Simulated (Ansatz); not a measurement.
Start from `CC([SiH3])CO` and change one atom or group to get `CCCO`.

Ansatz, PBE0-D4/def2-TZVP geometries, multiplicity 1. Each molecule was computed in one conformer, which needn't be the lowest.

| property | `CC([SiH3])CO` |
| --- | --- |
| LUMO energy (PBE/def2-TZVPP) / eV | -0.15 |
| size of the dipole moment (PBE/def2-TZVPP) / D | 1.22 |
| size of the dipole moment (B3LYP/def2-TZVPP) / D | 1.23 |
| HOMO energy (ωB97M-V/def2-TZVPP) / eV | -10.37 |
| HOMO energy (B3LYP/def2-TZVPP) / eV | -7.69 |
| LUMO energy (PBE0/def2-TZVPP) / eV | 0.68 |

Task: Give the same properties after the change, and the shifts. (Best estimate.)

Result: Computed: 
```
                                        property  `CCCO`  shift
               LUMO energy (PBE/def2-TZVPP) / eV    0.25   0.40
  size of the dipole moment (PBE/def2-TZVPP) / D    1.60   0.38
size of the dipole moment (B3LYP/def2-TZVPP) / D    1.68   0.45
           HOMO energy (ωB97M-V/def2-TZVPP) / eV  -10.22   0.15
             HOMO energy (B3LYP/def2-TZVPP) / eV   -7.53   0.16
              LUMO energy (PBE0/def2-TZVPP) / eV    1.09   0.41
```

With PBE0 the HOMO rises by 0.15 eV and the LUMO rises by 0.41 eV, so the gap widens by about 0.26 eV. PBE moves the HOMO by 0.15 eV and ωB97M-V by 0.15 eV. Dipoles are sizes alone; their direction can turn.

B3LYP here is the variant with VWN-RPA as its local correlation; programs differ in this.
